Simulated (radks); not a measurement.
Values are calculated unless marked as measured or tabulated.
Q: All-electron atom: K4+ in [He] 2s2 2p5 3s2 3p3 4f1 (not the ground configuration). Code: a radial shooting solver on a logarithmic mesh with Libxc functionals. Model: scalar-relativistic Kohn-Sham, PBE, spin-polarised, spherical densities, point nucleus; open shells are filled with parallel spins first. Some entries of the table are withheld. Estimate them.

orbital  occ.  eigenvalue (hartree)  r(max) (bohr)
1s up       1             -134.2245        0.05302
1s down     1             -134.0890        0.05300
2s up       1             -16.92458         0.3136
2s down     1             -16.71997         0.3144
2p up       3             -14.37925         0.2570
2p down     2             -14.13293         0.2582
3s up       1              -3.91226         0.9852
3s down     1              -3.67635         0.9880
3p up       3              -3.22403          1.005
3p down     0              -2.99363          1.011
3d up       0              -2.19233            (1)
3d down     0              -1.98996            (2)
4s up       0              -1.41937          2.375
4p up       0              -1.21669          2.579
4f up       1              -0.72412          2.883
5f up       0              -0.42942            (3)

A: 
(1) 3d up r(max) (bohr): 0.9634
(2) 3d down r(max) (bohr): 0.9649
(3) 5f up r(max) (bohr): 6.143
